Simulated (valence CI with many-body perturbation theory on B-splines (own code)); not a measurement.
## Ladder of approximations for K¹⁴⁺

Calculated by relativistic CI+MBPT: three valence electrons over a frozen Dirac-Fock core [He], radial functions for each j: 11 s, 11 p, 9 d, 7 f, 5 g, 2 h, 1 i, with the one-electron correlation potential Σ1, the two-electron term Σ2, the three-electron term Σ3, Breit, model QED; selected CI, second order for the rest (own B-spline code, finite nucleus).

No measured levels were compared; by estimate levels of excited configurations hold to 0.05 to 0.15 % of their energy, terms of the ground configuration to about 0.5 %.

Each rung adds one term. CI alone is the Dirac-Coulomb CI over the frozen core; QED comes last and gives the full result, which names the levels. Energies are above 2s2 2p 2P°_1/2 on the same rung, in eV.

```csv
Level,CI alone
2s2 2p 2P°_3/2,3.75
2s 2p2 4P_1/2,30.97
2s 2p2 4P_3/2,32.42
2s 2p2 4P_5/2,34.41
2s 2p2 2D_3/2,55.49
2s 2p2 2D_5/2,55.74
2s 2p2 2S_1/2,68.89
2s 2p2 2P_1/2,73.53
2s 2p2 2P_3/2,75.04
2p3 4S°_3/2,96.99
2p3 2D°_3/2,109.18
2p3 2D°_5/2,109.73
2p3 2P°_1/2,122.19
2p3 2P°_3/2,123.09
2s2 3s 2S_1/2,482.80
2s2 3p 2P°_1/2,497.83
```

Question: What do these energies become with core correlation, Breit and QED?

Answer: 2s2 2p 2P°_3/2 3.60 (-0.153); 2s 2p2 4P_1/2 30.76 (-0.210); 2s 2p2 4P_3/2 32.15 (-0.270); 2s 2p2 4P_5/2 33.96 (-0.451); 2s 2p2 2D_3/2 55.05 (-0.434); 2s 2p2 2D_5/2 55.26 (-0.484); 2s 2p2 2S_1/2 68.58 (-0.309); 2s 2p2 2P_1/2 72.97 (-0.565); 2s 2p2 2P_3/2 74.31 (-0.736); 2p3 4S°_3/2 96.10 (-0.894); 2p3 2D°_3/2 108.41 (-0.761); 2p3 2D°_5/2 108.80 (-0.930); 2p3 2P°_1/2 121.45 (-0.746); 2p3 2P°_3/2 122.25 (-0.839); 2s2 3s 2S_1/2 482.74 (-0.065); 2s2 3p 2P°_1/2 497.74 (-0.095).

Question: How does the ionisation energy move along the ladder, and which term matters most?

Answer: CI alone 861.07, + Σ1 861.36, + Σ2 861.30, + Σ3 861.27, + Breit 860.92, + QED 860.94 eV. The largest step is Breit, -0.35 eV. NIST lists 860.92 ± 0.25 eV (semi-empirical).
